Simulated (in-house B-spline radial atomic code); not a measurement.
## PBE excitations of F VIII (F7+)

Method: PBE. Computed with a B-spline radial code for spherical atoms: linear response of the closed shell 1s2 with the functional's adiabatic kernel; non-relativistic, point nucleus, no spin-orbit coupling, no double excitations, S, P, D and F terms only.

Command:
```bash
python run_td.py task.json out
```
Settings (radii: box in bohr, nucleus in fm):
```
Z                        9
electrons                2
configuration            1s2
hamiltonian              nr
method                   pbe,pbe
box_radius               12.81
intervals                47
```

Run time, properties included: 1 thread of Intel(R) Xeon(R) 6975P-C (Granite Rapids) (shared host).

The lowest states, in the order of their Tamm-Dancoff energies; the method's threshold (minus the highest occupied level) is 899.63 eV. Labels give the largest channel, * marks a mixed state, and oscillator strengths are full-response dipole values. Semilocal kernels can invert the small singlet-triplet splittings of Rydberg terms. Energies in eV:

| state | full response | Tamm-Dancoff | oscillator strength |
| --- | --- | --- | --- |
| 1s → 2s 3S | ? | ? | - |
| 1s → 2s 1S | 711.14 | 711.25 | - |
| 1s → 2p 3P | 712.57 | 712.60 | - |
| 1s → 2p 1P | 718.44 | 718.47 | 0.65 |
| 1s → 3s 3S | ? | ? | - |
| 1s → 3s 1S | 819.93 | 819.96 | - |
| 1s → 3p 3P | 820.99 | 821.00 | - |
| 1s → 3p 1P | 822.46 | 822.47 | 0.129 |
| 1s → 3d 3D | 823.80 | 823.80 | - |
| 1s → 3d 1D | 823.85 | 823.85 | - |
| 1s → 4s 3S | 854.85 | 854.86 | - |
| 1s → 4s 1S | 855.67 | 855.68 | - |
| 1s → 4p 3P | 856.14 | 856.15 | - |
| 1s → 4p 1P | 856.74 | 856.74 | 0.0485 |
| 1s → 4d 3D | 857.19 | 857.19 | - |
| 1s → 4d 1D | 857.21 | 857.21 | - |

Problem. Where does 1s → 3s 3S lie?

Solution. At 817.86 eV in full response, 817.87 eV in Tamm-Dancoff.

Problem. Where does 1s → 2s 3S lie?

Solution. At 702.62 eV in full response, 702.64 eV in Tamm-Dancoff.

Problem. How large is the singlet-triplet splitting of 1s → 2s (S terms) in Tamm-Dancoff?

Solution. 8.61 eV, from the unrounded values.

Problem. What polarisabilities and dispersion coefficient does the method give?

Solution. Dipole 0.001657 bohr³, quadrupole 8.137e-05 bohr⁵, C6 6.403e-05 hartree·bohr⁶ for two such species.
